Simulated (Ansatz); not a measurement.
Input file for Ansatz (a first-principles code): U-CCSD(T)/def2-QZVPP on La, 2S+1 = 2, a spin state set in the input, which need not be the lowest. Elements past Kr take the def2 small-core potentials; no spin–orbit coupling. Files ending in .json are basis or fitting sets from the Basis Set Exchange.

Ansatz 0.2 input:
```yaml
crystal:
  periodic: [false, false, false]
  atoms:
    - {symbol: La, position_ang: [0.00000000, 0.00000000, 0.00000000]}
basis:
  gaussian:
    orbitals: def2-QZVPP.json
magnetization: {spin_polarized: true, initial_magnetization: 1}
correlation: {method: ccsd_t, electrons: valence}
scf: {lower_state_search: full}
```

Q: Give the final energy of this run.

A: -31.3502 hartree (reference determinant -31.0768, T1 diagnostic 0.025).

Q: How many basis functions does it have, and what does it roughly cost on one machine?

A: 81 functions; around 90 core-seconds (rough).
